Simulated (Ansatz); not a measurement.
Program: Ansatz 0.2.0.

A structure relaxed at PBE0-D4/def2-TZVP, charge 0, multiplicity 1:

```
atom   x (Å)   y (Å)   z (Å)
  O1  -1.406  -1.194  -0.297
  C2  -0.724   0.006  -0.240
  C3   0.786  -0.149  -0.400
  B4   1.104   0.694   0.887
  S5  -0.582   0.818   1.454
  H6  -2.352  -1.029  -0.256
  H7  -1.153   0.756  -0.910
  H8   1.051  -1.200  -0.244
  H9   1.187   0.150  -1.371
 H10   2.090   1.147   1.377
```

Question: Give its formula and SMILES.

Answer: C2H5BOS, `OC1CBS1`.

Question: Summarise the bond lengths by kind.

Answer: 1 × C–O 1.381 Å; 1 × H–O 0.962 Å; 1 × C–C 1.526 Å; 1 × C–S 1.884 Å; 3 × C–H 1.093 to 1.096 Å; 1 × B–C 1.571 Å; 1 × B–S 1.783 Å; 1 × B–H 1.190 Å.
